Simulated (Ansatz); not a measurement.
Gas-phase electronic energies from Ansatz, PBE0-D4/def2-TZVP geometries. CCSD(T)/CBS adds triple-zeta CCSD(T) − MP2 to the extrapolated MP2 energy (def2 sets, frozen cores). Functionals use def2-TZVPP. HSE06 is defined as in plane-wave codes. For Ge outer-core shells are correlated without core-valence functions, which leaves a few kJ/mol of doubt a bond. Scalar relativity is left out up to krypton. One conformer a species, not always the lowest.

Consider the formal exchange of groups at the Si–B bond: `[SiH3]B([SiH3])[SiH3]` + `[SiH3][GeH2][GeH2][SiH2][GeH3]` → `[SiH3][SiH2][GeH2][GeH2][SiH2][GeH3]` + `[SiH3]B[SiH3]`.

Task: Is it downhill or uphill in electronic energy at CCSD(T)/CBS, and by how much? (An estimate is asked.)

Result: Ansatz gave: Downhill: ΔE = -0.11 eV.

Task: What do these levels give: BLYP-D4, r2SCAN-D4, B97M-V, ωB97X-V, ωB97M-V, revPBE, HSE06, HF/def2-SVP, CCSD/def2-SVP, MP2/def2-TZVPP, HF/def2-QZVPP, MP2/CBS(def2)? (Estimate.)

Result: The calculation gave: BLYP-D4 -0.09, r2SCAN-D4 -0.08, B97M-V -0.07, ωB97X-V -0.11, ωB97M-V -0.09, revPBE -0.06, HSE06 -0.09, HF/def2-SVP -0.07, CCSD/def2-SVP -0.07, MP2/def2-TZVPP -0.11, HF/def2-QZVPP -0.07, MP2/CBS(def2) -0.11 eV.

Largest T1 diagnostic among the species: 0.015.

Leaving LDA and LC-ωPBE aside and taking each functional with its dispersion term where it has one, the values spread over 0.04 eV, from PBE0-D4 to B97M-V. In def2-TZVPP, CCSD(T) changes the Hartree–Fock value by −0.03 eV (the triples alone add −0.00 eV) and MP2 by −0.03 eV.
